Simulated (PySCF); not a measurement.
All values below come from PBE-D3(BJ)/def2-TZVP // TPSS-D3(BJ)/def2-SVP run with PySCF 2.14.0. Isolated molecules, 0 K electronic values unless said otherwise. One relaxed conformer stands for a flexible species; it need not be the lowest. 

Reference species: [Zn(Cl)(OH)] (neutral, multiplicity 1).

```yaml
HOMO: -7.03 eV
LUMO: -2.38 eV
mean_distance_from_the_central_atom_to_its_bonded_neighbours: 1.942 Å
HOMO–LUMO gap: 4.65 eV
```

Changed species: [Zn(OH)2] (2 of 2 Cl replaced by OH; the reference has 1 of 2 Cl replaced by OH).

Q: What does the change do to the HOMO, LUMO, mean distance from the central atom to its bonded neighbours and HOMO–LUMO gap?

A: the HOMO goes up by 0.28 eV, to -6.75 eV; the LUMO rises by 0.35 eV, to -2.03 eV; the mean distance from the central atom to its bonded neighbours drops by 0.164 Å, to 1.778 Å; the HOMO–LUMO gap increases by 0.07 eV, to 4.72 eV.
